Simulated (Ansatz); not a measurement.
Geometry optimisation, RKS B3LYP-D4/STO-3G in Ansatz 0.2.0.

Input file:

```yaml
crystal:
  periodic: [false, false, false]
  atoms:
    - { symbol: C, position_ang: [1.672, -2.1533, -0.9859] }
    - { symbol: O, position_ang: [0.5785, -1.1689, -0.8835] }
    - { symbol: C, position_ang: [1.0863, 0.0685, -0.4748] }
    - { symbol: Al, position_ang: [-0.3025, 1.3657, -0.2203] }
    - { symbol: "N", position_ang: [-0.4257, 2.9662, -1.2471] }
    - { symbol: B, position_ang: [-1.8766, 0.9422, 1.1299] }
    - { symbol: Al, position_ang: [-1.7681, -0.8364, 2.2016] }
    - { symbol: H, position_ang: [2.4192, -1.7679, -1.7535] }
    - { symbol: H, position_ang: [2.1099, -2.2792, 0.0296] }
    - { symbol: H, position_ang: [1.1958, -3.0675, -1.325] }
    - { symbol: H, position_ang: [1.6215, -0.0261, 0.5438] }
    - { symbol: H, position_ang: [1.8264, 0.4974, -1.2095] }
    - { symbol: H, position_ang: [-1.3839, 3.002, -1.7624] }
    - { symbol: H, position_ang: [-0.4944, 3.7691, -0.5232] }
    - { symbol: H, position_ang: [-2.7731, 1.665, 1.2919] }
    - { symbol: H, position_ang: [-0.51749, -1.81893, 1.92631] }
    - { symbol: H, position_ang: [-2.8897, -1.18875, 3.24195] }
basis:
  gaussian: { orbitals: STO-3G }
hamiltonian:
  xc: b3lyp
  dispersion: d4
relax:
  f_tol: 0.015
  max_steps: 40
```

Run as:

```bash
$ ansatz run input.yaml --threads 1 --pin off --max-ram 2048MiB --backend cpu --events-out ev --progress --plain --runs-dir out
```

Where does it end, and by what steps?

It converged. The force dipped under the threshold on the way, but the program's further checks kept it going. Limits of this set-up: minimal basis. After 38 steps the energy has fallen by 3.239 eV; H17 moved furthest, 2.67 Å. Joined: O2–Al7.

```csv
step,energy less start (eV),largest force component (eV/Å),accepted
0,0.0000,2.676,yes
2,-0.7037,0.543,yes
4,-0.7890,1.827,yes
6,-1.1247,1.094,yes
8,-1.4165,1.895,yes
10,-1.6545,0.343,yes
12,-1.7918,0.182,yes
14,-1.8464,0.229,yes
16,-1.8740,0.369,yes
18,-2.0601,0.414,yes
20,-2.6364,0.938,yes
22,-3.0910,0.469,yes
24,-3.1805,0.116,yes
26,-3.2028,0.259,yes
28,-3.2119,0.447,yes
30,-3.2319,0.106,yes
32,-3.2372,0.048,yes
34,-3.2387,0.038,yes
36,-3.2390,0.014,yes
38,-3.2391,0.008,yes
```

```xyz
17
Properties=species:S:1:pos:R:3
C 1.073 -2.134 -0.418
O 0.156 -1.013 -0.167
C 0.699 0.277 -0.710
Al -0.584 1.639 -0.126
N -0.446 3.145 -0.969
B -1.666 0.777 1.337
Al -0.868 -1.080 1.472
H 1.280 -2.218 -1.504
H 2.031 -1.999 0.127
H 0.573 -3.054 -0.061
H 1.725 0.405 -0.299
H 0.820 0.127 -1.803
H 0.230 3.366 -1.726
H -1.028 3.987 -0.795
H -2.506 1.297 1.971
H 0.249 -1.223 2.482
H -1.660 -2.329 1.169
```

The run took 3.7 min on 1 thread of Arm Neoverse V1, with other jobs on the host, peak memory 0.19 GiB.
